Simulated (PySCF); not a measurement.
GeH4Si, neutral, multiplicity 1. Atoms are numbered in the order given.

```xyz
6

Ge     0.0493    -0.8693     0.0000
H     -1.5441    -0.8217     0.0000
Si     0.0052     1.5903     0.0000
H     -0.7257     2.0753     1.2029
H     -0.7257     2.0753    -1.2029
H      1.3470     2.2264     0.0000
```

The structure is a stationary point at TPSSh-D3(BJ)/def2-TZVP.

Calculation: TDDFT-PBE0/def2-SVPD in PySCF.

Vertical excitations.  State labels are in the subgroup Cs.

Task: Estimate the UV-visible absorptions. (Estimate from the structure and the level; the computed values follow.)

Result: 
| state | symmetry | energy (eV) | λ (nm) | f | main pairs |
|---|---|---|---|---|---|
| S1 | A" | 1.96 | 634 | 0.003 | HOMO→LUMO 101 % |
| S2 | A" | 3.37 | 368 | 0.003 | HOMO−1→LUMO 100 % |
| S3 | A" | 5.31 | 234 | 0.004 | HOMO−2→LUMO 99 % |
| S4 | A' | 5.47 | 227 | 0.001 | HOMO−3→LUMO 91 % |
| S5 | A' | 5.79 | 214 | 0.062 | HOMO→LUMO+2 88 % |
| S6 | A' | 6.15 | 202 | 0.462 | HOMO→LUMO+1 78 % |
| S7 | A" | 6.55 | 189 | 0.010 | HOMO→LUMO+3 98 % |
| S8 | A' | 6.64 | 187 | 0.069 | HOMO→LUMO+4 91 % |
| S9 | A' | 6.83 | 181 | 0.023 | HOMO→LUMO+5 90 % |
| S10 | A' | 7.39 | 168 | 0.229 | HOMO−1→LUMO+2 90 % |
| T1 | A" | 1.02 | 1210 | 0 | HOMO→LUMO 98 % |
| T2 | A" | 2.67 | 464 | 0 | HOMO−1→LUMO 97 % |
| T3 | A' | 4.87 | 255 | 0 | HOMO→LUMO+1 89 % |
| T4 | A' | 5.07 | 244 | 0 | HOMO−3→LUMO 98 % |
Triplets are in the Tamm–Dancoff approximation, which puts them higher than full response would, so one can lie above its singlet here.
